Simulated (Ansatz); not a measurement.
Total energies of C$_{2}$H$_{5}$BO, SMILES `BOC=C`.

```xyz
9

B    -0.281    1.762   -0.401
O    -0.201    0.437   -0.645
C     0.127   -0.463    0.329
C     0.204   -1.757    0.076
H    -0.575    2.460   -1.323
H    -0.061    2.179    0.703
H     0.314   -0.027    1.307
H     0.465   -2.443    0.869
H     0.009   -2.149   -0.914
```

Charge 0, multiplicity 1. The geometry is a stationary point of PBE0-D4/def2-TZVP. It is one conformer, not always the lowest. Basis def2-TZVPP, the Gaussian-basis code of Ansatz.

RPA on PBE orbitals: Hartree–Fock energy of these orbitals -178.22771 Eh, correlation -1.08874 Eh (frozen core).

| functional | energy without D4 (Eh) | D4 term (kJ/mol) |
| --- | --- | --- |
| LDA (SPW92) | -177.78668 | – |
| PBE | -179.12622 | -12.1 |
| BLYP | -179.30057 | -27.5 |
| r2SCAN | -179.25396 | -3.0 |
| B97M-V | -179.34937 | – |
| PBE0 | -179.14257 | -10.0 |
| B3LYP | -179.37550 | -19.4 |
| HSE06 (plane-wave form) | -179.13256 | -9.2 |
| BHLYP | -179.26521 | -13.3 |
| CAM-B3LYP | -179.27689 | -10.0 |
| LC-ωPBE | -179.23665 | – |
| ωB97X-V | -179.30462 | – |
| ωB97M-V | -179.28274 | – |
| PBE-QIDH | -179.11467 | – |

(1) Give the same for revPBE, r2SCANh, r2SCAN0, B2PLYP. (An estimate is asked.)

B3LYP takes the VWN-RPA correlation (the form of Gaussian; ORCA's B3LYP/G). HSE06 is the plane-wave form, built on full-range PBE exchange. The double hybrids freeze the cores in their second-order part.

## Answers

(1) The calculation gave: 
```tsv
functional	energy without D4 (Eh)	D4 term (kJ/mol)
revPBE	-179.30425	-43.5
r2SCANh	-179.24536	-3.1
r2SCAN0	-179.23332	-3.4
B2PLYP	-179.21419	–
```

LC-ωPBE has ω = 0.4 bohr⁻¹.
